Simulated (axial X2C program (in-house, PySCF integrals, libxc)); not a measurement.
**How long does YCl take?**

A bond scan computed with an in-house relativistic program for diatomic molecules. Basis: Y dyall-cv3z [11s12p9d6f3g], Cl dyall-av3z [9s8p3d2f] (cores contracted in-house).

Input file and command:
```json
{"zs": [39, 17], "q": 0, "bas": ["dyall-cv3z", "dyall-av3z"], "levels": ["PBE0", "HF", "BLYP"], "cc": true, "r0": 2.62, "thr": -1.0, "nmax": 90, "npts": 10, "nst": 2, "ntry": 6}
```
```bash
python so2c.py task.json out
```

Keys: zs atomic numbers; q charge; bas basis sets; levels methods; cc coupled cluster on or off; r0 starting distance in Å; thr threshold in hartree for freezing inner shells (an s shell follows its p shell); nmax most natural virtual spinors; npts points on the curve; nst determinants followed; ntry starts of the search. HF also brings MP2.

Hardware: 1 thread of Arm Neoverse N1, on a shared host.

Wall time of one point of each curve, integrals apart:

| Hamiltonian | level | points | seconds a point |
| --- | --- | --- | --- |
| spin-free | PBE0 | 10 | 0.58 |
| spin-free | HF | 10 | 0.31 |
| spin-free | CCSD(T) (10 electrons, 88 virtuals) | 7 | 5 |
| spin-free | BLYP | 10 | 0.43 |
| 2c | PBE0 | 10 | 0.91 |
| 2c | HF | 10 | 0.65 |
| 2c | CCSD(T) (10 electrons, 88 virtuals) | 7 | 5.6 |
| 2c | BLYP | 10 | 0.5 |

The rest:

Search with its distance optimisation 55 s, atoms 22 s, whole task 210 s. Coupled cluster runs on the points near the minimum only. The program drops outer points, and coupled cluster, when its time limit (not in the input) nears; MP2, further determinants and curves that did not converge are not in the table.
